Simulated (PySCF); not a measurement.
## ORD: `CC(=O)[C@@H]1C[C@H]1[SiH2]N`, C$_{5}$H$_{11}$NOSi

Geometry (Å), atoms numbered from 1 in this order:
```xyz
19

C     2.860   -0.002    0.725
C     1.916    0.059   -0.454
O     2.277    0.398   -1.559
C     0.520   -0.318   -0.145
C    -0.311   -0.921   -1.249
C    -0.585    0.476   -0.822
Si   -2.116    0.970    0.155
N    -2.448   -0.323    1.247
H     2.907   -1.023    1.100
H     2.489    0.637    1.523
H     3.853    0.321    0.426
H     0.336   -0.658    0.865
H     0.188   -1.073   -2.195
H    -1.001   -1.707   -0.980
H    -0.211    1.230   -1.505
H    -3.178    1.281   -0.816
H    -1.839    2.120    1.016
H    -2.494   -1.265    0.891
H    -3.174   -0.192    1.933
```

Computed with TDDFT B3LYP/def2-SVPD circular dichroism and optical rotation, one conformer, gas phase in PySCF. Geometry: GFN2-xTB.

The molecule is flexible and this is one conformer; a measurement averages over conformers. States above about 7.0 eV (minus the energy of the highest occupied orbital) lie near or above the ionisation threshold and depend on the basis. Singlets 8 and 9 lie within 0.01 eV of each other, so their separate moments and overlaps can depend on how they mix.

Stereocentres: C4 S, C6 R.

Q: What is the specific rotation at 633, 589.3, 546, 436, 405, 365, 355 nm?

A: [α] in deg dm⁻¹ (g/mL)⁻¹:
| λ (nm) | origin-invariant length gauge | modified velocity gauge | length gauge (centre of mass) | isotropic polarisability (au) |
| --- | --- | --- | --- | --- |
| 633 | -269.2 | -278.6 | -268.9 | 98.1 |
| 589.3 | -319.9 | -331.1 | -319.6 | 98.5 |
| 546 | -387.1 | -400.5 | -386.7 | 99.0 |
| 436 | -717.4 | -741.4 | -716.8 | 101.2 |
| 405 | -903.5 | -933.2 | -902.8 | 102.2 |
| 365 | -1306.2 | -1347.8 | -1305.3 | 104.0 |
| 355 | -1460.1 | -1506.0 | -1459.1 | 104.6 |

Q: And for the mirror image at 589.3 nm?

A: +319.9 deg dm⁻¹ (g/mL)⁻¹ (origin-invariant length gauge): the same size and the opposite sign.

Q: What is the molar rotation [Φ] = [α]·M/100 of the geometry above at 589.3 nm?

A: With M = 129.23 g/mol, -413.5 deg cm² dmol⁻¹ (origin-invariant length gauge).

The first excitation lies at 4.49 eV (276 nm) with R = -7.0 × 10⁻⁴⁰ esu² cm² (velocity form).
